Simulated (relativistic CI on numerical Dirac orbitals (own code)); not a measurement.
**Magnetism of Nd²⁺, 4f4, in a crystal field**

Calculated by Dirac-Coulomb-Breit CI, separate exchange-only KLI orbitals for each configuration, model QED (radiative potential, 1s self-energy scaled to tabulated hydrogen-like ionisation energies), valence Slater integrals scaled by 0.85, one configuration in a parametric crystal field (own radial code).

Field parameters in Wybourne normalisation; cubic f-shell fields have B⁴₄ = √(5/14) B⁴₀ and B⁶₄ = −√(7/2) B⁶₀. The field is a parameter set, without covalency.

S is read from ⟨S²⟩ = S(S + 1).

Powder χT (cm³ K mol⁻¹) by Van Vleck's formula, with temperature-independent terms:

| Field | 2 K | 5 K | 10 K | 20 K | 50 K | 100 K | 200 K | 300 K |
| --- | --- | --- | --- | --- | --- | --- | --- | --- |
| C2v, B20 = -100, B22 = -70, B40 = -260, B42 = 90, B44 = -70, B60 = 460, B62 = 20, B64 = 40, B66 = -260 cm⁻¹ | 0.0515 | 0.128 | 0.248 | 0.464 | 0.756 | 0.883 | 0.973 | 1.04 |
| D3d, B20 = 860, B40 = -480, B43 = 260, B60 = 260, B63 = -280, B66 = -350 cm⁻¹ | 0.0456 | 0.114 | 0.228 | 0.429 | 0.704 | 0.845 | 0.956 | 1.03 |
| Oh, B40 = 970, B60 = 110 cm⁻¹ | 0.576 | 0.587 | 0.605 | 0.642 | 0.75 | 0.871 | 0.971 | 1.04 |
| Oh, B40 = 770, B60 = 440 cm⁻¹ | 0.461 | 0.451 | 0.466 | 0.508 | 0.627 | 0.76 | 0.905 | 1 |
| Oh, B40 = -1480, B60 = 430 cm⁻¹ | 0.0113 | 0.0281 | 0.0563 | 0.113 | 0.281 | 0.534 | 0.824 | 0.966 |
| Oh, B40 = -440, B60 = 300 cm⁻¹ | 0.0189 | 0.0474 | 0.0947 | 0.19 | 0.472 | 0.76 | 0.935 | 1.02 |

Q: For Oh, B40 = 770, B60 = 440 cm⁻¹: what effective moment follows at 300 K?

A: μ_eff = √(8χT) = 2.83 μB. The LS value g√(J(J + 1)) of the free ion's 5I_4 level is 2.68 μB.
